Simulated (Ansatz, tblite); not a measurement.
Forces on Au3⁻ at its PBE0-D4/def2-TZVPD geometry. The state is a singlet with charge -1.

In the def2 sets Au takes a core potential; there is no spin–orbit coupling. The xTB rows come from tblite. The structure comes from a short search, and lower isomers may exist.

GFN1-xTB (tblite), largest force 0.26 eV/Å:

```xyz
3
positions Å, forces eV/Å
Au    0.000    0.000    0.000    0.000    0.000    0.000
Au    0.129   -2.567   -0.297   -0.013    0.258    0.030
Au   -0.129    2.567    0.297    0.013   -0.258   -0.030
```

GFN2-xTB (tblite), largest force 0.08 eV/Å:

```
Au 0.000 0.000 0.000
Au -0.004 0.077 0.009
Au 0.004 -0.077 -0.009
```

PBE0-D4/def2-TZVPD (Ansatz), largest force 0.00 eV/Å:

```
Au 0.000 0.000 0.000
Au 0.000 -0.002 0.000
Au 0.000 0.002 0.000
```
